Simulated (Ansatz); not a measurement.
System: stibine, SbH3, charge 0, multiplicity 1. SMILES: [SbH3]
Geometry from a B3LYP-D3(BJ)/def2-TZVP (Ansatz, a program for electronic structure) optimisation:
```xyz
4

Sb     0.0002    -0.0006     0.0536
H     -0.9113    -1.0773    -0.9195
H     -0.4909     1.3395    -0.8952
H      1.3919    -0.2329    -0.9192
```

Computed values are from Ansatz. Correlated levels leave the core frozen unless marked. UHF or UKS for open shells. No spin-orbit coupling. Frozen are the shells of the preceding noble gas and the d and f shells that filled before the atom's block. In def2 rows, elements after Kr have scalar-relativistic effective core potentials. Basis-set limits of correlation are two-point, X^-3; Hartree-Fock from the larger set.

```yaml
atomisation energy De: 194.8 kcal/mol at CCSD(T)/CBS(def2-TZVPPD,def2-QZVPPD)
vertical ionisation energy (to the doublet): 9.88 eV at CCSD(T)/CBS(def2-TZVPPD,def2-QZVPPD)
total_energy: -241.1718 Eh at CCSD(T)/CBS(def2-TZVPPD,def2-QZVPPD)
dipole_moment: 0.36 D at CCSD(T)/def2-SVPD
T1 diagnostic: 0.014 at CCSD/def2-QZVPPD
```
